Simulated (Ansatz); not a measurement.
A nudged elastic band was laid between two geometries of CH3NOTe (7 atoms, charge 0, multiplicity 1).

All numbers below come from Ansatz 0.2.0, RKS B3LYP-D4/def2-SVP.

* movable images: 5
* climbing image: yes
* spring: 5.0 eV/Å²
* optimiser: quadratic models (default)
* start path: through a guess of the saddle point
* force threshold: 0.05 eV/Å
* iteration limit: 60
* end points: relaxed

Image 0:

```xyz
7
Properties=species:S:1:pos:R:3
N 0.583 -0.946 -0.520
C 0.155 -0.085 0.292
O 0.532 -0.068 1.582
Te -1.225 1.570 0.017
H 0.222 -0.851 -1.467
H 1.151 -0.813 1.698
H -1.418 1.195 -1.601
```

Image 6:

```xyz
7
Properties=species:S:1:pos:R:3
N 0.793 -1.203 -0.497
C 0.159 -0.215 -0.036
O 0.255 0.155 1.249
Te -1.189 1.099 -1.121
H 0.635 -1.383 -1.488
H 0.873 -0.476 1.665
H -1.525 2.023 0.227
```

**Question.** Which bonds break or form, and what moves?

**Answer.** No bond is made or broken. The dihedral N1–C2–Te4–H7 goes from 0 to 180°.

**Question.** What energy profile does the band end with?

**Answer.** The run converged. The highest image is number 3 of 0 to 6, 0.139 eV above the first end and 0.096 eV above the last; the last end lies 0.043 eV above the first. A vibrational analysis at the climbing image gives one clearly imaginary mode, 172i cm⁻¹: a first-order saddle point.

| image | path coordinate (Å) | energy (eV) | dihedral N1–C2–Te4–H7 (°) |
| --- | --- | --- | --- |
| 0 | 0.00 | 0.000 | 0 |
| 1 | 0.59 | 0.036 | 30 |
| 2 | 1.17 | 0.106 | 59 |
| 3 | 1.76 | 0.139 | 88 |
| 4 | 2.36 | 0.108 | 119 |
| 5 | 2.95 | 0.059 | 149 |
| 6 | 3.55 | 0.043 | 180 |

**Question.** What is the geometry of the highest image?

**Answer.** 
```xyz
7
Properties=species:S:1:pos:R:3
N 0.748 -1.007 -0.537
C 0.286 -0.053 0.143
O 0.318 -0.047 1.482
Te -0.628 1.797 -0.627
H 0.661 -0.864 -1.543
H 0.743 -0.885 1.747
H -2.128 1.060 -0.664
```

**Question.** What are the harmonic wavenumbers there?

**Answer.** 172i, 276, 301, 409, 605, 628, 701, 834, 1067, 1206, 1341, 1748, 2107, 3561, 3678 cm⁻¹.

The band took 8 iterations and roughly 2.9 core-minutes.

Time of the run: 2.9 min on 1 thread of Arm Neoverse V1, with other jobs on the host, peak memory 0.18 GiB.
